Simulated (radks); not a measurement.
Species: the ytterbium ion Yb+. Configuration: [Xe] 4f14 6s1 (the NIST ground configuration). All-electron calculation, Dirac Kohn-Sham, PBEsol, spin-unpolarised, spherical densities, finite nucleus; Fermi nuclear charge, rms radius 5.3108 fm. Program: a radial shooting solver on a logarithmic mesh with Libxc functionals.

Spin-orbit splittings of the eigenvalues, e(l+1/2) - e(l-1/2), with zeta = 2 splitting/(2l+1) and mean radii in bohr:

[
 {"shell": "2p", "occ.": "6", "splitting (eV)": "1046", "zeta (eV)": "697.6", "<r> j=l-1/2": "0.06873", "<r> j=l+1/2": "0.07623"},
 {"shell": "3p", "occ.": "6", "splitting (eV)": "222.1", "zeta (eV)": "148.0", "<r> j=l-1/2": "0.2061", "<r> j=l+1/2": "0.2202"},
 {"shell": "3d", "occ.": "10", "splitting (eV)": "48.54", "zeta (eV)": "19.42", "<r> j=l-1/2": "0.1935", "<r> j=l+1/2": "0.1979"},
 {"shell": "4p", "occ.": "6", "splitting (eV)": "50.34", "zeta (eV)": "33.56", "<r> j=l-1/2": "0.4957", "<r> j=l+1/2": "0.5282"},
 {"shell": "4d", "occ.": "10", "splitting (eV)": "9.164", "zeta (eV)": "3.666", "<r> j=l-1/2": "0.5536", "<r> j=l+1/2": "0.5651"},
 {"shell": "4f", "occ.": "14", "splitting (eV)": "1.318", "zeta (eV)": "0.3767", "<r> j=l-1/2": "0.7741", "<r> j=l+1/2": "0.7970"},
 {"shell": "5p", "occ.": "6", "splitting (eV)": "6.120", "zeta (eV)": "4.080", "<r> j=l-1/2": "1.366", "<r> j=l+1/2": "1.484"}
]
